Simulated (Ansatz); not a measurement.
C₈H₁₁F₃N₂O₂⁺, that is 1-ethyl-3-methylimidazolium trifluoroacetate with one electron fewer. Total charge 1; doublet. Geometry PBE0-D4/def2-SVP, that of the neutral singlet; atoms count from 1.

```xyz
26

C    -2.466    1.165   -1.900
C    -1.063    1.536   -1.462
N    -0.866    1.371   -0.025
C    -1.326    2.186    0.985
C    -0.916    1.620    2.156
N    -0.220    0.478    1.829
C     0.420   -0.451    2.748
C    -0.203    0.340    0.503
H    -2.561    1.300   -2.987
H    -3.229    1.793   -1.413
H    -2.680    0.111   -1.670
H    -0.316    0.891   -1.945
H    -0.823    2.580   -1.714
H    -1.892    3.094    0.796
H    -1.055    1.941    3.185
H     1.042   -1.137    2.145
H    -0.345   -1.009    3.307
H     1.051    0.110    3.450
H     0.298   -0.468   -0.135
O     2.041   -1.994    0.637
C     1.870   -1.980   -0.585
O     1.015   -1.356   -1.258
C     2.832   -2.834   -1.448
F     2.152   -3.710   -2.198
F     3.534   -2.055   -2.283
F     3.705   -3.524   -0.718
```

(1) Estimate the Mulliken populations from the PBE0/def2-SVP orbitals of Ansatz.

(2) Where does the spin sit?

(3) And the Mayer bond orders between heavy atoms (over 0.3)?

Results:

(1) 
```
atom  charge (e)  spin (α − β)
  C1       -0.10          0.00
  C2        0.02          0.00
  N3       -0.26          0.00
  C4        0.09          0.00
  C5        0.09          0.01
  N6       -0.27          0.00
  C7        0.05          0.03
  C8        0.19          0.04
  H9        0.10          0.00
 H10        0.08          0.00
 H11        0.07          0.00
 H12        0.09          0.00
 H13        0.10          0.00
 H14        0.10          0.00
 H15        0.10          0.00
 H16        0.09         -0.01
 H17        0.12          0.00
 H18        0.11          0.00
 H19        0.15          0.00
 O20       -0.06          0.66
 C21        0.19         -0.06
 O22       -0.29          0.12
 C23        0.63          0.13
 F24       -0.12          0.03
 F25       -0.13          0.03
 F26       -0.13          0.01
```
Mulliken values depend strongly on the basis.

(2) Summed by element: C 0.15, N 0.00, H -0.01, O 0.79, F 0.08, of 1 unpaired in all. Largest on single atoms: O20 0.66, C23 0.13, O22 0.12.

(3) C1–C2 1.10 (1.52 Å); C2–N3 0.88 (1.46 Å); N3–C4 1.18 (1.38 Å); N3–C8 1.34 (1.33 Å); C4–C5 1.58 (1.36 Å); C5–N6 1.17 (1.38 Å); N6–C7 0.90 (1.46 Å); N6–C8 1.31 (1.33 Å); O20–C21 1.57 (1.23 Å); C21–O22 1.73 (1.25 Å); C21–C23 0.77 (1.55 Å); C23–F24 1.16 (1.34 Å); C23–F25 1.15 (1.34 Å); C23–F26 1.17 (1.33 Å).
